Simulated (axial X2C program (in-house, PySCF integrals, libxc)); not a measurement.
**Density and ELF of OsCl⁺**

Calculated with an in-house relativistic program for diatomic molecules. Two-component (2c) means X2C with spin–orbit coupling and atomic mean-field two-electron Coulomb and Gaunt terms. Basis: Os dyall-cv3z [13s14p9d6f4g], Cl dyall-av3z [9s8p3d2f] (cores contracted in-house); Gaussian nuclei, density fitting, unrestricted open shells. Masses: Os 191.961 u, Cl 34.969 u.

PBE0, two-component, state Ω = 4 (⟨Sz⟩ = 1.93, ⟨Lz⟩ = 2.07 at PBE0); Os at z = 0, Cl at z = 2.133 Å.

The maps cover the half plane through the axis: z from -2.4 to 4.5 Å along the bond, ρ from 0.15 to 2.25 Å away from it (steps of 0.3 Å, the bottom row nearest the axis).

log10 of the density in e/bohr³:

digits 0 to 9 span -5.41 to 1.83 evenly
```
011222233332222222211100
012223333333333333222110
112333444444444444332210
122344455544445544433211
123345556555555555443321
123445666665566666544321
123455678766666666554321
123456789876667976654322
```

Electron localisation function (collinear form, no current term, damped to 0 at low density):

digits 0 to 9 span 0.00 to 1.00 evenly
```
000000000000000000000000
000000111100001111000000
000001222211113443210000
000012333221245676420000
000012344322367888641000
000012455532578888852000
000003553552673128863100
000003642452662755863100
```

Axial spin density in 10⁻³ e/bohr³:

digits 0 to 9 span -12.82 to 12.82 evenly, values beyond are clipped
```
555555555555555555555555
555555555555555555555555
555555666655555555555555
555556899976555555555555
555569999997545776555555
555579999999446997555555
555589999999425997544445
555579949899403953344445
```

The state is a single determinant with fixed occupations, the lowest that a limited PBE0 search found. Density functionals use the spin component along the axis (collinear). PBE0 can misorder states that lie within some tenths of an eV, so this need not be the ground state of the molecule. The nearest other 2c determinant of the search, Ω = 3, lies 0.26 eV up at the distance of the search. The functionals have no current-density term, which raises determinants with orbital currents, atoms included. With several unpaired electrons one determinant need not be a pure state. Open-shell Ω = 0 determinants with evenly filled partner blocks cannot be reached by this program, so the Ω shown need not be the lowest component.
